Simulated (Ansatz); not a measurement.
NaAu4⁻, relaxed as a singlet with RKS PBE-D4/def2-SVPD in Ansatz, starting from the GFN2-xTB geometry. Force threshold 0.02 eV/Å.

In the def2 sets Au takes a core potential; there is no spin–orbit coupling. The structure comes from a short search, and lower isomers may exist.

Start:

| atom | x (Å) | y (Å) | z (Å) |
| --- | --- | --- | --- |
| Na1 | -1.151 | -0.477 | 0.185 |
| Au2 | 1.783 | 2.354 | -0.706 |
| Au3 | 1.728 | -0.162 | -0.075 |
| Au4 | 0.984 | -2.573 | 0.620 |
| Au5 | -3.343 | 0.859 | -0.024 |

| step | energy (eV) | largest force component (eV/Å) | SCF passes |
| --- | --- | --- | --- |
| 1 | -19196.6749 | 0.530 | 21 |
| 2 | -19196.7215 | 0.215 | 21 |
| 3 | -19196.7460 | 0.148 | 28 |
| 4 | -19196.7635 | 0.074 | 21 |
| 5 | -19196.7724 | 0.097 | 21 |
| 6 | -19196.7744 | 0.086 | 20 |
| 7 | -19196.7752 | 0.016 | 21 |

Force components are those of the run's own axes.

End:

```xyz
5

Na   -1.164   -0.190    0.117
Au    2.433    2.320   -0.742
Au    1.763   -0.091   -0.084
Au    0.794   -2.421    0.583
Au   -3.827    0.381    0.126
```

By distances, no bond broke or formed. The bond that changes most is Na1–Au5, from 2.58 to 2.72 Å (atoms count from 1). The end is the same structure that another start reached, the lowest one found.

No frequencies were taken in this run, so the end may be a saddle point.

It took 14 s on 4 threads of Intel Xeon Platinum 8488C on a shared host.
